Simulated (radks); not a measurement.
Results of a calculation; reference values are marked as such.
The mean radii <r> (bohr) of the occupied orbitals of an atom or ion are listed with their occupations. Level of theory: Dirac Kohn-Sham, exchange-only PBE, spin-unpolarised, spherical densities, finite nucleus; Fermi nuclear charge, rms radius of each element as measured or else 0.836 A^(1/3) + 0.57 fm (a radial shooting solver on a logarithmic mesh with Libxc functionals).

| orbital | occ. | <r> |
|---|---|---|
| 1s1/2 | 2 | 0.01865 |
| 2s1/2 | 2 | 0.07714 |
| 2p1/2 | 2 | 0.06377 |
| 2p3/2 | 4 | 0.07127 |
| 3s1/2 | 1 | 0.1852 |

Name the element and its charge. Open shells, if any, fill j = l - 1/2 first.

Answer. Z = 73, tantalum, charge +62: Ta62+ in [Ne] 3s1. The 1s radius gives Z: for a bare nucleus <r> = (2 gamma + 1)/(2Z) with gamma = sqrt(1 - (Z/c)^2), 0.01844 bohr for Z = 73, and screening makes it slightly larger (0.01865 here). The occupations add up to 11, and the charge is Z minus that.
